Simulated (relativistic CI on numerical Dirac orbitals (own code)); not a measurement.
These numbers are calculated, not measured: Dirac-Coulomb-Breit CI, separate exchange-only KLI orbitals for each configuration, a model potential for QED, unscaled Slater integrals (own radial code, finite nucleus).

Configurations in the expansion (outside the closed core [Ne]): 3s2.3p6.3d8, 3s2.3p5.3d9, 3s2.3p4.3d10, 3s.3p6.3d9, 3s2.3p6.3d7.4s, 3s2.3p6.3d7.4p, 3p6.3d10, 3s2.3p6.3d7.4d, 3s2.3p6.3d6.4s2, 3s2.3p6.3d6.4s.4p, 3s2.3p6.3d7.4f, 3s2.3p6.3d7.5s, 3s2.3p6.3d6.4p2, 3s2.3p6.3d7.5p, 3s2.3p6.3d6.4s.4d, 3s.3p5.3d10, 3s2.3p6.3d7.5d, 3s2.3p5.3d8.4s, 3s2.3p6.3d6.4p.4d, 3s2.3p6.3d7.5f, 3s2.3p6.3d7.6s, 3s2.3p6.3d7.5g, 3s2.3p6.3d7.6p, 3s2.3p5.3d8.4p, 3s2.3p6.3d7.6d, 3s2.3p4.3d9.4s, 3s2.3p6.3d6.4d2, 3s2.3p5.3d7.4s2, 3s2.3p4.3d9.4p, 3s2.3p5.3d7.4s.4p, 3s2.3p5.3d8.4d, 3s2.3p5.3d7.4p2, 3s.3p6.3d8.4s, 3s2.3p4.3d9.4d, 3s.3p6.3d7.4s2, 3s.3p6.3d8.5s. Levels of other configurations are missing.

At this charge energies of transitions that change n are usually good to better than 1 %, and those within a shell (Δn = 0) to a few per cent. Terms inside the open d or f shell come out 10 to 20 % too wide with unscaled integrals.

Outline of the computed level scheme of Kr XI. Lowest level of each configuration: 3s2.3p6.3d8 3F_4 at 0.000 eV; 3s2.3p6.3d7.4s 5F_5 at 112.818 eV; 3s2.3p5.3d9 3F°_4 at 117.997 eV.

Some strong electric-dipole decays among the lowest 45 levels: 3s2.3p5.3d9 3F°_2 → 3s2.3p6.3d8 3F_3 (1.4e+11 s⁻¹); 3s2.3p5.3d9 3F°_4 → 3s2.3p6.3d8 3F_4 (1.0e+11 s⁻¹); 3s2.3p5.3d9 1D°_2 → 3s2.3p6.3d8 1D_2 (7.6e+10 s⁻¹); 3s2.3p5.3d9 3F°_2 → 3s2.3p6.3d8 1D_2 (7.4e+10 s⁻¹); 3s2.3p5.3d9 3F°_3 → 3s2.3p6.3d8 3F_4 (6.6e+10 s⁻¹); 3s2.3p5.3d9 3F°_3 → 3s2.3p6.3d8 3F_3 (6.0e+10 s⁻¹); 3s2.3p5.3d9 1D°_2 → 3s2.3p6.3d8 3F_2 (5.8e+10 s⁻¹); 3s2.3p5.3d9 1D°_2 → 3s2.3p6.3d8 3P_2 (1.6e+10 s⁻¹).

LS names give the leading component of a level, which can be under half, so a name can repeat, a term be missing and a line seem to break the LS rules.
